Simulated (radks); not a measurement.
Results of a calculation; reference values are marked as such.
Q: These are the eigenvalues of the occupied orbitals of an atom or ion with whole-number occupations (eV). Level of theory: scalar-relativistic Kohn-Sham, r2SCAN, spin-polarised, spherical densities, finite nucleus; meta-GGA in the generalised Kohn-Sham scheme; Fermi nuclear charge, rms radius of each element as measured or else 0.836 A^(1/3) + 0.57 fm (a radial shooting solver on a logarithmic mesh with Libxc functionals).

orbital  eigenvalue
1s up     -12538.42
1s down   -12538.27
2s up     -1620.426
2s down   -1620.404
2p up     -1423.182
2p down   -1423.073
3s up     -219.2454
3s down   -219.1168
3p up     -156.7879
3p down   -156.6348
3d up      -54.1912
3d down    -53.9607
4s up      -18.7700
4s down    -16.6902
4p up       -7.5216
4p down     -5.5735

Which element is it, and in what charge state? The configuration may be excited. Open shells, if any, are filled with parallel spins first.

A: Z = 34, selenium, charge 0: Se in [Ar] 3d10 4s2 4p4. The list shows which subshells hold electrons but not how many an open one holds; the 1s level, -460.78 hartree, gives Z - s = 30.4 by -(Z - s)^2/2, which with screening and relativity narrows Z to a few neighbours, and the depths of the outer levels then fix element, charge and occupations together.
